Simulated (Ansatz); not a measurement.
Mulliken charges of FH$_{2}$MoNO$_{2}$ (`[NH2][Mo](=[O])(=[O])[F]`) from B3LYP/def2-TZVPP in Ansatz (PBE0-D4/def2-TZVP geometry).

```json
{"atom": "N1", "x (Å)": "-0.622", "y (Å)": "0.875", "z (Å)": "0.442", "charge (e)": "-0.522"}
{"atom": "Mo2", "x (Å)": "0.423", "y (Å)": "-0.555", "z (Å)": "-0.284", "charge (e)": "1.592"}
{"atom": "O3", "x (Å)": "-0.015", "y (Å)": "-0.757", "z (Å)": "-1.888", "charge (e)": "-0.514"}
{"atom": "O4", "x (Å)": "0.090", "y (Å)": "-1.941", "z (Å)": "0.593", "charge (e)": "-0.514"}
{"atom": "F5", "x (Å)": "2.227", "y (Å)": "-0.151", "z (Å)": "-0.167", "charge (e)": "-0.409"}
{"atom": "H6", "x (Å)": "-1.053", "y (Å)": "1.590", "z (Å)": "-0.125", "charge (e)": "0.184"}
{"atom": "H7", "x (Å)": "-0.989", "y (Å)": "0.870", "z (Å)": "1.383", "charge (e)": "0.184"}
```

Problem. By hand: the dipole of these point charges (1 e Å = 4.8032 D).

Solution. Σ q r = (-0.327, 0.561, 0.283) e Å, of length 0.708 e Å = 3.40 D.

Problem. How does the dipole of the full density compare? (Estimate.)

Solution. Computed: (-0.366, 0.634, 0.318) e Å, 3.83 D; the point charges give 0.89 times that, at 0° from its direction.

Point charges leave out the atoms' own dipoles, such as those of lone pairs, and Mulliken's split depends on the basis, so the close match here is no proof of good charges.

B3LYP here is the variant with VWN-RPA as its local correlation; programs differ in this.
